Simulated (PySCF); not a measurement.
Tc (technetium, neutral) across methods

[Kr] 4d5 5s1 5p1, high-spin 8P determinant (an excited configuration). Computed with PySCF 2.14 in aug-cc-pVTZ-PP with one added diffuse shell each of s, p, d, f, g type with ECP28MDF (7s7p6d4f3g, 113 functions), with a scalar-relativistic core potential.

| method | E (hartree) | mean ε 4d α (eV) | mean ε 5s α (eV) | mean ε 5p α (eV) | Σ⟨r²⟩ (bohr²) | ⟨S²⟩ |
| --- | --- | --- | --- | --- | --- | --- |
| LDA | -80.1737 | -8.992 | -6.818 | -2.557 | 62.24 | 15.750 |
| PBE | -80.3677 | -8.939 | -6.604 | -2.473 | 62.64 | 15.750 |
| r2SCAN | -80.4114 | -9.330 | -6.914 | -2.598 | 61.42 | 15.750 |
| B3LYP | -80.3753 | -10.126 | -7.179 | -2.918 | 62.62 | 15.750 |
| UHF | -79.82099 | -15.113 | -9.497 | -4.975 | 62.31 | 15.751 |
| PBE0 | -80.3590 | -10.603 | -7.427 | -3.146 | 62.01 | 15.750 |
| LC-wPBE | -80.3830 | -13.267 | -9.782 | -5.203 | 60.70 | 15.751 |
| TPSSh | -80.3319 | -9.572 | -6.881 | -2.718 | 62.12 | 15.750 |

Energies and moments cover only the electrons outside the core potential.
